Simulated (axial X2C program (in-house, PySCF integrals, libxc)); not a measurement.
## Worked dissociation energy of HfSe: HF, without spin–orbit coupling

Computed with an axial X2C code built on PySCF integrals. Spin-free means the one-electron spin-free X2C Hamiltonian. Basis: Hf dyall-cv3z [13s14p9d7f4g], Se dyall-cv3z [8s9p6d4f1g] (cores contracted in-house); Gaussian nuclei, density fitting, unrestricted open shells. Masses: Hf 179.947 u, Se 79.917 u.

Molecular state: M_S = 0, Λ = 0 (closed shell).

| Item | Value |
| --- | --- |
| E(Hf) (2M_S = 2, M_L = 2) | -15073.591739 hartree |
| E(Se) (2M_S = 2, M_L = 0) | -2428.147847 hartree |
| E(HfSe) at Re | -17501.844802 hartree |
| ωe | 359.0 cm⁻¹ |
| ωexe | 0.432 cm⁻¹ |

(1) Work out De and D0.

The state is one determinant whose occupation by symmetry is held fixed; it was picked as the lowest of a PBE0 search that is not exhaustive. The closed shell is kept restricted, so the energy runs too high when the bond is stretched far. Dissociation energies refer to the lowest single-determinant-based atoms at the same level and basis. Spin-free De lacks the spin–orbit lowering of the heavy p-block atom, a tenth of an eV or more for 4p and 5p, up to an eV for 6p and one to two eV for 7p atoms, less what an open-shell molecule gains itself.

Hartree–Fock lacks correlation and underbinds, often by eV.

Each atomic determinant is the lowest at this level and need not be a pure term. Totals compare only within one Hamiltonian and basis.

## Answers

(1) De = -15073.591739 + (-2428.147847) − (-17501.844802) = 0.10522 hartree = 2.863 eV. The zero-point energy is ωe/2 − ωexe/4 = 179 cm⁻¹ = 0.022 eV, so D0 = 2.841 eV.
